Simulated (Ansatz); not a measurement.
`[CH3][AlH][SnH3]` + HI → `[CH3][AlH][I]` + `[SnH4]`  (cleavage of the Al–Sn bond)

Program: Ansatz. Geometries: PBE0-D4/def2-TZVP. ΔE: electronic, gas phase. CCSD(T)/CBS is the MP2 limit (def2-TZVPP, def2-QZVPP) plus CCSD(T) − MP2 in def2-TZVPP, frozen cores. DFT in def2-TZVPP. HSE06 is defined as in plane-wave codes. def2 core potentials past Kr. For I, Sn outer-core shells are correlated without core-valence functions, which leaves a few kJ/mol of doubt a bond.

Problem. Is it downhill or uphill in electronic energy at CCSD(T)/CBS, and by how much? (Best estimate.)

Solution. Computed: Downhill: ΔE = -28.1 kcal/mol.

Problem. What do these levels give: BHLYP-D4, HSE06, BHLYP, MP2/def2-SVP, CCSD(T)/def2-TZVPP, CCSD/CBS(def2)? (Best estimate.)

Solution. Computed: BHLYP-D4 -29.6, HSE06 -27.7, BHLYP -29.6, MP2/def2-SVP -31.0, CCSD(T)/def2-TZVPP -28.2, CCSD/CBS(def2) -28.3 kcal/mol.

Largest T1 diagnostic among the species: 0.013.

In def2-TZVPP, CCSD(T) changes the Hartree–Fock value by +4.0 kcal/mol (the triples alone add +0.1 kcal/mol) and MP2 by +2.1 kcal/mol. From PBE to PBE0 (25 % exact exchange), in def2-TZVPP and without D4, ΔE moves by −1.6 kcal/mol.
